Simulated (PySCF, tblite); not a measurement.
Isomers of C3H7FO3Si, one GFN2-xTB conformer each. Single-point energies are computed at PBE0/pcSseg-1 (PySCF, gas phase, no added dispersion term), electronic only.

```csv
SMILES,GFN2-xTB relative energy (kJ/mol)
F[C@@H]1CO[C@H](O[SiH3])O1,41.0
CO[Si](F)(C=O)OC,3.2
O[SiH2]O[C@@H]1C[C@@H](F)O1,0.0
```

Conformers: `[F:1][C@@H:2]1[CH2:3][O:4][C@H:5]([O:6][SiH3:7])[O:8]1` with O4–C5–O6–Si7 -162°, F1–C2–C3–O4 -122°, C2–C3–O4–C5 25°, C3–O4–C5–O6 84°, O4–C5–O8–C2 36°; `[CH3:1][O:2][Si:3]([F:4])([CH:5]=[O:6])[O:7][CH3:8]` with C1–O2–Si3–F4 63°, O2–Si3–C5–O6 34°, O2–Si3–O7–C8 -57°; `[OH:1][SiH2:2][O:3][C@@H:4]1[CH2:5][C@@H:6]([F:7])[O:8]1` with H–O1–Si2–O3 22°, O1–Si2–O3–C4 -49°, Si2–O3–C4–C5 151°.

Q: What does PBE0/pcSseg-1 give for the same structures?

A: 
```
                     SMILES  PBE0/pcSseg-1 E (Eh)  PBE0/pcSseg-1 (kJ/mol)  GFN2-xTB (kJ/mol)  point group
           CO[Si](F)(C=O)OC            -732.99828                     0.0                3.2           C1
O[SiH2]O[C@@H]1C[C@@H](F)O1            -732.94399                   142.5                0.0           C1
 F[C@@H]1CO[C@H](O[SiH3])O1            -732.90770                   237.8               41.0           C1
```

GFN2-xTB puts O[SiH2]O[C@@H]1C[C@@H](F)O1 lowest instead; measured from each level's own lowest isomer, the values differ by up to 196.8 kJ/mol (F[C@@H]1CO[C@H](O[SiH3])O1: 41.0 against 237.8). As drawn, the lowest has a C=O bond, an Si–F bond and an Si–C bond, which the highest lacks.

Q: Which frontier levels, dipoles and rotational constants go with these structures?

A: 
| SMILES | HOMO (eV, PBE0/pcSseg-1) | LUMO (eV) | dipole (D) | A, B, C (MHz) |
| --- | --- | --- | --- | --- |
| CO[Si](F)(C=O)OC | -7.10 | -1.58 | 2.45 | 2080, 1354, 1084 |
| O[SiH2]O[C@@H]1C[C@@H](F)O1 | -8.31 | 0.97 | 1.84 | 4271, 961.9, 833.5 |
| F[C@@H]1CO[C@H](O[SiH3])O1 | -8.47 | 0.45 | 1.05 | 2816, 1455, 1157 |

Q: What happens when harmonic zero-point energies from GFN2-xTB frequencies are added?

A: 
```csv
SMILES,ZPE (kJ/mol),electronic (kJ/mol),with ZPE (kJ/mol)
CO[Si](F)(C=O)OC,272.1,0.0,0.0
O[SiH2]O[C@@H]1C[C@@H](F)O1,267.2,142.5,137.6
F[C@@H]1CO[C@H](O[SiH3])O1,264.6,237.8,230.3
```

The zero-point energies span 7.5 kJ/mol. The order is unchanged.
